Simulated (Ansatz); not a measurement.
`B[NH][GaH][F]` + H₂S → `[F][GaH][SH]` + `BN` at 500 K and 1 bar (ligand exchange at a Ga–N bond).

Program: Ansatz. Geometries: PBE0-D4/def2-TZVP. ΔE: electronic, gas phase. CBS: MP2 limit from def2 TZ/QZ plus the TZ coupled-cluster correction, frozen cores. This one scheme is used for every species. For Ga outer-core shells are correlated without core-valence functions, which leaves a few kJ/mol of doubt a bond. Scalar relativity is left out up to krypton. One conformer a species, not always the lowest.

```tsv
species	CCSD(T)/CBS energy (Eh)	H − E (kJ/mol)	S (J/(mol·K))
`B[NH][GaH][F]`	-2105.72573	162.7	377.5
H₂S	-398.97279	57.0	224.0
`[F][GaH][SH]`	-2422.78377	79.2	343.7
`BN`	-81.93499	148.8	257.4
```

H − E and S are ideal-gas, rigid-rotor, harmonic terms from PBE0-D4/def2-TZVP, for one conformer and one mirror image of each species. 1 Eh = 2625.50 kJ/mol, R = 8.31446 J/(mol·K).

Problem. By hand: ΔE, ΔH, ΔS and ΔG.

Solution. ΔE = (-2422.78377) + (-81.93499) − (-2105.72573) − (-398.97279) = -0.02024 Eh = -53.1 kJ/mol. Δ(H − E) = 79.2 + 148.8 − 162.7 − 57.0 = 8.3, so ΔH = -44.8 kJ/mol. ΔS = 343.7 + 257.4 − 377.5 − 224.0 = -0.4 J/(mol·K). ΔG = -44.8 − 500 × (-0.4)/1000 = -44.6 kJ/mol.

Problem. By hand: the equilibrium constant, and the temperature at which ΔG would vanish if ΔH and ΔS stayed fixed.

Solution. log₁₀ K = −ΔG/(RT ln 10) = 4.7. ΔG = 0 at ΔH/ΔS = 112000 K, far beyond where these terms or the molecules hold.

The number of gas molecules stays the same, so ΔS is small and ΔH decides. A doubt of 5 kJ/mol in ΔE shifts log₁₀ K by 0.5 here. Other conformers and mirror images would add mixing entropy, several J/(mol·K) or more a flexible species. These are equilibria of isolated gas molecules and say nothing of rates. Largest T1 diagnostic: 0.014 (customary marks: 0.02 for closed shells, 0.045 for open ones).
